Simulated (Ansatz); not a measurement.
A nudged elastic band was laid between two geometries of C2H8N2Si (13 atoms, charge 0, multiplicity 1).

Theory: Ansatz, RKS PBE0-D4/def2-SVP.

```
movable images  : 7
climbing image  : yes
spring          : 5.0 eV/Å²
optimiser       : quadratic models (default)
start path      : through a guess of the saddle point
force threshold : 0.03 eV/Å
iteration limit : 60
end points      : relaxed
```

Image 0:

```xyz
13
Properties=species:S:1:pos:R:3
N -1.174 -2.031 0.877
C -0.136 -1.062 1.133
N -0.319 0.064 0.252
C 0.666 0.484 -0.428
Si 0.472 1.984 -1.564
H -2.084 -1.600 1.028
H -1.097 -2.810 1.526
H 0.853 -1.548 0.993
H -0.143 -0.637 2.162
H 1.658 -0.023 -0.363
H 0.914 1.622 -2.947
H 1.357 3.089 -1.079
H -0.948 2.433 -1.575
```

Image 8:

```xyz
13
Properties=species:S:1:pos:R:3
N -1.138 -2.057 1.377
C 0.004 -1.435 0.889
N -0.029 -0.315 0.201
C 0.912 0.344 -0.535
Si 0.523 1.945 -1.308
H -2.019 -1.703 1.019
H -1.178 -2.162 2.389
H 0.967 -1.941 0.997
H -0.947 0.137 0.190
H 1.884 -0.154 -0.585
H 0.849 2.021 -2.773
H 1.161 3.170 -0.707
H -0.967 2.115 -1.140
```

(1) What changes between the two ends?

(2) What energy profile does the band end with?

(3) What is the geometry of the highest image?

The band took 16 iterations and about 7 core-minutes.

## Answers

(1) Bonds broken: C2–H9. Bonds formed: N3–H9.

(2) The run converged. The highest image is number 5 of 0 to 8, 2.51 eV above the first end and 1.74 eV above the last; the last end lies 0.76 eV above the first. Neighbouring images differ by up to 1.5 eV, so the band resolves the path poorly. The order of the stationary point at the top wasn't checked. The orbitals stay closed-shell, which can raise the energy where a bond breaks towards radicals; this wasn't checked here.

```json
{"image": "0", "path coordinate (Å)": "0.00", "energy (eV)": "0.00", "C2–H9 (Å)": "1.11", "N3–H9 (Å)": "2.04"}
{"image": "1", "path coordinate (Å)": "0.50", "energy (eV)": "0.00", "C2–H9 (Å)": "1.11", "N3–H9 (Å)": "2.04"}
{"image": "2", "path coordinate (Å)": "1.01", "energy (eV)": "0.03", "C2–H9 (Å)": "1.11", "N3–H9 (Å)": "2.02"}
{"image": "3", "path coordinate (Å)": "1.51", "energy (eV)": "0.15", "C2–H9 (Å)": "1.11", "N3–H9 (Å)": "1.94"}
{"image": "4", "path coordinate (Å)": "2.02", "energy (eV)": "0.96", "C2–H9 (Å)": "1.15", "N3–H9 (Å)": "1.61"}
{"image": "5", "path coordinate (Å)": "2.52", "energy (eV)": "2.51", "C2–H9 (Å)": "1.46", "N3–H9 (Å)": "1.16"}
{"image": "6", "path coordinate (Å)": "3.19", "energy (eV)": "1.22", "C2–H9 (Å)": "1.87", "N3–H9 (Å)": "1.01"}
{"image": "7", "path coordinate (Å)": "3.87", "energy (eV)": "0.80", "C2–H9 (Å)": "1.96", "N3–H9 (Å)": "1.02"}
{"image": "8", "path coordinate (Å)": "4.54", "energy (eV)": "0.76", "C2–H9 (Å)": "1.97", "N3–H9 (Å)": "1.02"}
```

(3) 
```xyz
13
Properties=species:S:1:pos:R:3:forces:R:3
N -1.179 -2.067 1.251 -0.01 -0.02 0.00
C -0.053 -1.346 0.915 0.01 0.01 -0.01
N -0.205 -0.208 0.159 0.00 -0.01 0.00
C 0.730 0.330 -0.635 0.00 -0.01 0.00
Si 0.469 1.983 -1.396 0.00 0.00 0.00
H -2.054 -1.606 1.020 0.00 0.01 0.00
H -1.184 -2.492 2.173 0.00 0.00 0.00
H 0.915 -1.881 0.927 0.00 0.00 0.00
H -0.236 0.052 1.284 0.00 0.01 0.00
H 1.661 -0.242 -0.784 0.00 0.00 0.00
H 1.146 2.054 -2.732 0.00 0.00 0.01
H 1.010 3.145 -0.602 0.00 0.00 0.00
H -0.998 2.244 -1.565 0.00 0.00 0.00
```

The run took 3.5 min on 2 threads of Intel(R) Xeon(R) Platinum 8488C (Sapphire Rapids), on a shared host, peak memory 0.28 GiB.
